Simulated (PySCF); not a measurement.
## [C14H30N]+: Orbital levels and atomic charges

System: [C14H30N]+ (ionic-liquid cation), SMILES CCCCCCCC[N+]1(C)CCCCC1.

Cartesian coordinates (Å):
```
  1 C     6.249    1.075    0.964
  2 C     6.028   -0.235    0.218
  3 C     4.716   -0.274   -0.564
  4 C     3.477   -0.252    0.330
  5 C     2.199   -0.407   -0.492
  6 C     0.943   -0.375    0.378
  7 C    -0.318   -0.533   -0.479
  8 C    -1.562   -0.500    0.405
  9 N    -2.873   -0.668   -0.293
 10 C    -2.904   -1.982   -0.964
 11 C    -3.116    0.392   -1.312
 12 C    -3.262    1.784   -0.709
 13 C    -4.412    1.804    0.291
 14 C    -4.188    0.733    1.354
 15 C    -3.986   -0.631    0.703
 16 H     6.177    1.919    0.282
 17 H     7.238    1.086    1.416
 18 H     5.516    1.206    1.757
 19 H     6.850   -0.382   -0.486
 20 H     6.051   -1.066    0.927
 21 H     4.696   -1.186   -1.166
 22 H     4.681    0.575   -1.251
 23 H     3.437    0.689    0.880
 24 H     3.542   -1.063    1.058
 25 H     2.237   -1.352   -1.037
 26 H     2.150    0.398   -1.229
 27 H     0.906    0.571    0.923
 28 H     0.993   -1.181    1.113
 29 H    -0.334    0.278   -1.208
 30 H    -0.239   -1.478   -1.017
 31 H    -1.489   -1.299    1.147
 32 H    -1.579    0.449    0.938
 33 H    -2.673   -2.771   -0.251
 34 H    -2.180   -2.011   -1.774
 35 H    -3.891   -2.169   -1.382
 36 H    -4.042    0.134   -1.832
 37 H    -2.303    0.369   -2.038
 38 H    -2.335    2.103   -0.231
 39 H    -3.463    2.483   -1.522
 40 H    -4.487    2.785    0.759
 41 H    -5.353    1.613   -0.230
 42 H    -3.341    0.997    1.987
 43 H    -5.062    0.664    2.002
 44 H    -4.902   -0.900    0.173
 45 H    -3.794   -1.391    1.462
```

Method: PBE0/6-31G*, gas phase, PySCF, fitting set def2-universal-JFIT up to Ne and JKFIT beyond, grid level 1.

**Question.** Give the orbital energies near the gap.

**Answer.** 
```tsv
orbital	eV
HOMO-4	-12.06
HOMO-3	-11.66
HOMO-2	-10.96
HOMO-1	-10.84
HOMO	-10.63
LUMO	-2.16
LUMO+1	-1.45
LUMO+2	-1.16
LUMO+3	-0.95
```

**Question.** Give the partial charges of the non-hydrogen atoms.

**Answer.** 
```
atom  Mulliken    IAO  Hirshfeld
  C1     -0.53  -0.42      -0.10
  C2     -0.33  -0.25      -0.05
  C3     -0.32  -0.25      -0.05
  C4     -0.33  -0.25      -0.06
  C5     -0.33  -0.24      -0.05
  C6     -0.34  -0.25      -0.05
  C7     -0.38  -0.26      -0.05
  C8     -0.22  -0.16       0.01
  N9     -0.38   0.08       0.11
 C10     -0.42  -0.32      -0.02
 C11     -0.23  -0.17       0.01
 C12     -0.37  -0.27      -0.05
 C13     -0.34  -0.26      -0.05
 C14     -0.37  -0.27      -0.05
 C15     -0.23  -0.17       0.01
```
